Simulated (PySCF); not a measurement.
**Steps of a relaxation of Bi2O2(OH)2**

Bi2O2(OH)2 (singlet; a saddle point, relaxed within its symmetry). PySCF 2.14.0, RKS PBE, Bi def2-SVP with ECP60, O def2-SVP, H def2-SVP; non-relativistic Hamiltonian with scalar-relativistic core potentials where named; density fitting; no spin-orbit coupling. Origin of the start: displaced along the imaginary mode. Columns: position (Å) and force (eV/Å). Energies are counted from the last step; some of the 21 steps are shown. Forces carry noise of the integration grid, about 0.01 to 0.03 eV/Å.

Run from Python with OMP_NUM_THREADS=2. Where DIIS fails, smearing, a level shift and second-order steps follow.
It took 2.4 min on 2 threads of Arm Neoverse V1, with other jobs on the host, from the converged density of the start.

```xyz
8
step 0  E = 1.672 eV
Bi   -0.1368    0.0147    1.6969     0.05    0.40   -0.16
Bi   -0.1368    0.0147   -1.6969     0.05    0.40    0.16
O     1.1771    0.1146    0.0000    -0.15    0.25    0.00
O    -1.5259   -0.2500    0.0000     0.42   -0.47    0.00
O     1.8053   -0.1137    2.6915    -0.09   -0.27   -0.10
H     2.4738   -0.1713    1.9712    -0.09   -0.01    0.05
O     1.8053   -0.1137   -2.6915    -0.09   -0.27    0.10
H     2.4738   -0.1713   -1.9712    -0.09   -0.01   -0.05
```

```xyz
8
step 7  E = 0.100 eV
Bi   -0.1000    0.4043    1.6100     0.35    0.03    0.00
Bi   -0.1000    0.4043   -1.6100     0.35    0.03    0.00
O     0.9986    1.3522    0.0000    -0.47   -0.11    0.00
O    -0.6937   -0.8786    0.0000    -0.05    0.01    0.00
O     1.5951   -0.5248    2.4905    -0.25    0.08    0.09
H     2.3204   -0.4543    1.8421     0.16   -0.07   -0.21
O     1.5951   -0.5248   -2.4905    -0.25    0.08   -0.09
H     2.3204   -0.4543   -1.8421     0.16   -0.07    0.21
```

```xyz
8
step 13  E = 0.007 eV
Bi   -0.0758    0.4253    1.6230     0.01    0.08   -0.04
Bi   -0.0758    0.4253   -1.6230     0.01    0.08    0.04
O     0.6709    1.6232    0.0000    -0.07   -0.17    0.00
O    -0.6223   -0.8561    0.0000     0.00   -0.03    0.00
O     1.7112   -0.4865    2.2943     0.16    0.00   -0.16
H     2.3083   -0.6604    1.5328    -0.14    0.02    0.14
O     1.7112   -0.4865   -2.2943     0.16    0.00    0.16
H     2.3083   -0.6604   -1.5328    -0.14    0.02   -0.14
```

Problem. Where does the relaxation end?

Solution. It converges at step 20 in C2v:
```xyz
8
step 20  E = 0
Bi   -0.0690    0.4296    1.6232
Bi   -0.0690    0.4296   -1.6232
O     0.6218    1.6430    0.0000
O    -0.6104   -0.8581    0.0000
O     1.7559   -0.4567    2.2237
H     2.2753   -0.7033    1.4311
O     1.7559   -0.4567   -2.2237
H     2.2753   -0.7033   -1.4311
```

Problem. How did the contacts change?

Solution. 
```csv
contact,start (Å),end (Å)
Bi1–O3 (O),2.148,2.141
Bi1–O4 (O),2.209,2.142
Bi1–O5 (OH),2.186,2.116
Bi2–O7 (OH),2.186,2.116
```
